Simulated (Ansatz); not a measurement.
Molecule: C$_{2}$H$_{5}$Br$_{3}$Ge, net charge 0, singlet state. 
Geometry from a B3LYP-D3(BJ)/def2-TZVP (Ansatz, an electronic-structure program) optimisation:
```
C
H 1 1.0911
H 1 1.0911 2 108.00
C 1 1.5245 2 112.27 3 -124.31
H 4 1.0905 1 111.43 2 -179.43
H 4 1.0905 5 108.05 1 -122.73
H 4 1.0917 5 107.85 6 -116.34
Ge 1 1.9593 2 105.47 3 112.40
Br 8 2.3176 1 110.93 2 -57.08
Br 8 2.3205 1 110.61 2 -177.34
Br 8 2.3205 1 110.61 2 63.17
```
Charge 0, spin multiplicity 1.

Total electronic energies in hartree. Valence correlation only, unless marked. No spin-orbit coupling. Frozen are the shells of the preceding noble gas and the d and f shells that filled before the atom's block. Non-relativistic. Basis-set limits of correlation are two-point, X^-3; Hartree-Fock from the larger set.

```csv
level,program,energy (Eh)
HF/cc-pVQZ,Ansatz,-9871.64535
PBE/def2-TZVPD,Ansatz,-9877.28986
PBE0-D3(BJ)/def2-TZVP,Ansatz + dftd3,-9877.63975
"MP2/CBS(cc-pVTZ,cc-pVQZ)",Ansatz,-9872.7328
RI-MP2/aug-cc-pVTZ,Ansatz,-9872.59131
RI-MP2/aug-cc-pVQZ,Ansatz,-9872.68109
CCSD/6-31G,Ansatz,-9870.32146
CCSD(T)/cc-pVTZ,Ansatz,-9872.67579
"CCSD(T)/CBS(cc-pVTZ,cc-pVQZ)",Ansatz,-9872.8391
```

Totals of different functionals don't rank their quality; only differences between species are comparable.
